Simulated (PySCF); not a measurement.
C₂H₅S, charge -1, singlet, at a GFN2-xTB geometry (in this run its highest filled SCF level lies above zero, so its values depend strongly on the basis, on diffuse functions most of all). Base run: HF/STO-3G (PySCF).

The PySCF input:
```python
from pyscf import gto, scf

mol = gto.M(
    atom='''
C     0.00070800    1.57129863   -0.36322795
S    -0.00099071    0.13073787    0.53657575
C     0.00078358   -1.56119730   -0.44210798
H     0.90703429    1.71646337   -0.96481068
H    -0.90337747    1.71650411   -0.96816327
H    -0.00060884   -2.35294684    0.30018101
H    -0.89104011   -1.61619717   -1.06185539
H     0.89489400   -1.61623736   -1.05854813
''',
    basis='sto-3g',
    charge=-1,
    verbose=4,
    symmetry=True,
)

mf = scf.RHF(mol)
mf.kernel()
mf.analyze()
```

Variants of this job, named by their change:

| change | ΔE vs base (eV) | point group used | SCF cycles |
|---|---|---|---|
| base | 0.00 | Cs | 9 |
| symmetry = off | 0.00 | C1 | 9 |
| irrep_nelec = A':28 A":6 | 17.76 | Cs | 10 |
| irrep_nelec = A':24 A":10 | 32.14 | Cs | 15 |
